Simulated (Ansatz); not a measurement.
Start from `[OH][Al]1[CH2][CH2]1` and change one atom or group to get `[NH2][Al]1[CH2][CH2]1`.

Ansatz, PBE0-D4/def2-TZVP geometries, multiplicity 1. Each molecule was computed in one conformer, which needn't be the lowest.

```tsv
property	`[OH][Al]1[CH2][CH2]1`
HOMO energy (PBE0/def2-TZVPP) / eV	-5.92
LUMO energy (B3LYP/def2-TZVPP) / eV	-1.06
HOMO energy (PBE/def2-TZVPP) / eV	-4.77
size of the dipole moment (PBE/def2-TZVPP) / D	1.47
size of the dipole moment (B3LYP/def2-TZVPP) / D	1.58
HOMO energy (ωB97M-V/def2-TZVPP) / eV	-8.12
```

Give the same properties after the change, and the shifts. (An estimate is asked.)

The calculation gave: 
```json
{"property": "HOMO energy (PBE0/def2-TZVPP) / eV", "`[NH2][Al]1[CH2][CH2]1`": "-5.69", "shift": "0.23"}
{"property": "LUMO energy (B3LYP/def2-TZVPP) / eV", "`[NH2][Al]1[CH2][CH2]1`": "-0.70", "shift": "0.36"}
{"property": "HOMO energy (PBE/def2-TZVPP) / eV", "`[NH2][Al]1[CH2][CH2]1`": "-4.57", "shift": "0.20"}
{"property": "size of the dipole moment (PBE/def2-TZVPP) / D", "`[NH2][Al]1[CH2][CH2]1`": "2.10", "shift": "0.63"}
{"property": "size of the dipole moment (B3LYP/def2-TZVPP) / D", "`[NH2][Al]1[CH2][CH2]1`": "2.22", "shift": "0.64"}
{"property": "HOMO energy (ωB97M-V/def2-TZVPP) / eV", "`[NH2][Al]1[CH2][CH2]1`": "-7.88", "shift": "0.24"}
```

With PBE0 the HOMO rises by 0.23 eV and the LUMO rises by 0.35 eV, so the gap widens by about 0.12 eV. PBE moves the HOMO by 0.20 eV and ωB97M-V by 0.24 eV. The zero-point energy changes by 32.0 kJ/mol with +3 modes. Dipoles are sizes alone; their direction can turn.

B3LYP here is the variant with VWN-RPA as its local correlation; programs differ in this.
